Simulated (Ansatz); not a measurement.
`C#[C][GeH3]` + H–F → `C#CF` + GeH₄ at 500 K and 1 bar (substitution at a C–Ge bond).

Calculated with Ansatz (gas phase, PBE0-D4/def2-TZVP geometries, no zero-point term in ΔE). CCSD(T)/CBS is the MP2 limit (def2-TZVPP, def2-QZVPP) plus CCSD(T) − MP2 in def2-TZVPP, frozen cores. This one scheme is used for every species. For Ge outer-core shells are correlated without core-valence functions, which leaves a few kJ/mol of doubt a bond. Scalar relativity is left out up to krypton.

```tsv
species	CCSD(T)/CBS energy (Eh)	H − E (kJ/mol)	S (J/(mol·K))
`C#[C][GeH3]`	-2154.54588	143.0	326.0
H–F	-100.39570	39.4	188.7
`C#CF`	-176.38388	76.5	257.9
GeH₄	-2078.49493	99.4	244.6
```

H − E and S are ideal-gas, rigid-rotor, harmonic terms from PBE0-D4/def2-TZVP. 1 Eh = 2625.50 kJ/mol, R = 8.31446 J/(mol·K).

Question: By hand: ΔE, ΔH, ΔS and ΔG.

Answer: ΔE = (-176.38388) + (-2078.49493) − (-2154.54588) − (-100.39570) = 0.06277 Eh = 164.8 kJ/mol. Δ(H − E) = 76.5 + 99.4 − 143.0 − 39.4 = -6.5, so ΔH = 158.3 kJ/mol. ΔS = 257.9 + 244.6 − 326.0 − 188.7 = -12.2 J/(mol·K). ΔG = 158.3 − 500 × (-12.2)/1000 = 164.4 kJ/mol.

Question: By hand: the equilibrium constant, and the temperature at which ΔG would vanish if ΔH and ΔS stayed fixed.

Answer: log₁₀ K = −ΔG/(RT ln 10) = -17.2. ΔH and −TΔS have one sign here, so there is no such temperature.

The number of gas molecules stays the same, so ΔS is small and ΔH decides. A doubt of 5 kJ/mol in ΔE shifts log₁₀ K by 0.5 here. These are equilibria of isolated gas molecules and say nothing of rates. Largest T1 diagnostic: 0.013 (customary marks: 0.02 for closed shells, 0.045 for open ones).
